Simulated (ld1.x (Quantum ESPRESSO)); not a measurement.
Before and after: ultrasoft potential for germanium (Ge)

ld1.x (Quantum ESPRESSO) 7.5 input, shortened:

```
&input
   title='Ge', zed=32., rel=0, dft='PBE', iswitch=3,
   config='[Ar] 3d10 4s2 4p2 4d-2'
 /
 &inputp
   pseudotype=3, tm=.true., lloc=-2, rcloc=1.40,
   nlcc=.true., rcore=1.15,
   which_augfun='PSQ', rmatch_augfun=1.40
 /
6
4S  1  0   2.00   0.00  1.30  1.80  0.0
4S  1  0   0.00   0.25  1.30  1.80  0.0
4P  2  1   2.00   0.00  1.65  2.10  0.0
4P  2  1   0.00   1.40  1.65  2.10  0.0
4D  3  2  -2.00   0.35  1.80  2.05  0.0
4D  3  2  -2.00   2.35  1.80  2.05  0.0
 &test
   configts(1)='4s2 4p2'
 /
```

Change: waves 4p (bound): rcut 1.38, rcutus 1.46 bohr; 4p channel at 1.4 Ry: rcut 1.38, rcutus 1.46 bohr.

Cutoffs: the cutoffs (Ry, on a coarse ladder) from which the occupation-weighted sum of valence levels, in a spherical-Bessel basis at the reference potential, stays within 10 and 1 mRy of its value at 400 Ry; they do not see the model core or the augmentation charge, which bear on the density cutoff. Errors are all-electron minus pseudo energies relative to the spin-unpolarised reference configuration.

Problem. Predict the effect on cutoff, ghosts and configuration errors.

Solution. The potential gets neither clearly harder nor softer (10 Ry and 15 Ry → 10 Ry and 15 Ry); a bound ghost appears in p, which as a rule spoils a file; the number of tests with a reliable result goes from 7 to 3 (the test run of the changed file stopped, so its transferability is not established); of the 3 tests that both files solve, the error grows in 2 and shrinks in 0 by more than 15 % and 0.3 meV (median size 47.5 → 54.6 meV).

| quantity | base | changed |
| --- | --- | --- |
| cutoff, loose | 10 Ry | 10 Ry |
| cutoff, tight | 15 Ry | 15 Ry |
| bound ghosts | none | p |
| tests with a reliable result | 7 of 7 | 3 of 7 (the test run stopped) |
| error for 4s2 4p1, meV [ΔE 7.48 eV] | -5.2 | -6.2 |
| error for 4s2 4p0, meV [ΔE 22.93 eV] | -47 | -55 |
| error for 4s1 4p0, meV [ΔE 57.17 eV] | -282 | -300 |
| lowest overlap eigenvalue by channel | s 0.41, p 0.63, d 0.92 | s 0.41, p 0.72, d 0.92 |

 A true bound ghost makes a file unfit for plane-wave use even where its test errors are small: the radial tests pick states by their node count and pass the ghost by.
